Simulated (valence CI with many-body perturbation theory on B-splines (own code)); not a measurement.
Results of a calculation; reference values are marked as such.
**Yb LXIV: what the settings do**

Method: relativistic CI+MBPT: five valence electrons over a frozen Dirac-Fock core [He], radial functions for each j: 6 s, 6 p, 5 d, 3 f, 1 g, with the one-electron correlation potential Σ1, the two-electron term Σ2, the three-electron term Σ3, Breit, model QED; selected CI, second order for the rest, scaled by the run's own slope (own B-spline code, finite nucleus).

The last digits are not significant, and no measured levels were compared; by estimate large intervals hold to a few tenths of a per cent, small ones and those within an open d or f shell to about a per cent. Among the levels kept, up to 1900 cm⁻¹ of a level comes from second order outside the variational space, and about a tenth of that is noise between levels of different J, which matters for small intervals.

The reference run has the lowest level (2s^2 2p1/2^2 2p3/2) J=3/2 and an ionisation energy of 14752.7 eV. Its largest variational space holds 10000 state functions.

Levels are named by their leading jj configuration (3d3/2^4 stands for four electrons in 3d with j = 3/2), which in mixed levels can hold well under half, so a name can repeat and another be missing. Letters in brackets count levels of one name in rising energy.

Changed runs:
A. QED terms on → off
B. Breit term on → off; screening of Σ1 on → off
C. averaging of valence orbitals over low configurations on → off
D. highest l in the core sums 6 → 1 (bad on purpose)

Excitation energies of the reference run in cm⁻¹, and shifts in cm⁻¹:

| Level | Reference | A | B | C | D |
| --- | --- | --- | --- | --- | --- |
| (2s^2 2p1/2 2p3/2^2) J=3/2 | 8637950 | -12730 | +117989 | -8.6 | -64 |
| (2s^2 2p1/2 2p3/2^2) J=5/2 | 8822660 | -12736 | +186226 | -22 | +21 |
| (2s^2 2p1/2 2p3/2^2) J=1/2 | 9209020 | -12501 | +99939 | +23 | -469 |
| (2s 2p1/2^2 2p3/2^2) J=5/2 | 11199400 | +106584 | +47441 | +103 | +921 |
| (2s 2p1/2^2 2p3/2^2) J=1/2 | 11992200 | +106850 | -21902 | +142 | +486 |
| (2s 2p1/2^2 2p3/2^2) J=3/2 | 12003000 | +107081 | +23307 | +104 | +926 |
| (2s^2 2p3/2^3) J=3/2 | 17865200 | -23924 | +240009 | +9.1 | -581 |
| (2s 2p1/2 2p3/2^3) J=3/2 [a] | 20045100 | +94247 | +127367 | +103 | +668 |
| (2s 2p1/2 2p3/2^3) J=5/2 | 20367500 | +94334 | +196468 | +98 | +729 |
| (2s 2p1/2 2p3/2^3) J=1/2 | 20842400 | +94696 | +124538 | +107 | +653 |
| (2s 2p1/2 2p3/2^3) J=3/2 [b] | 20914200 | +94732 | +163866 | +95 | +714 |
| (2p1/2^2 2p3/2^3) J=3/2 | 23740700 | +212328 | +28730 | +196 | +1475 |
| Ionisation energy (eV) | 14752.7 | +1.7 | +11.9 | -0.0035 | -0.12 |
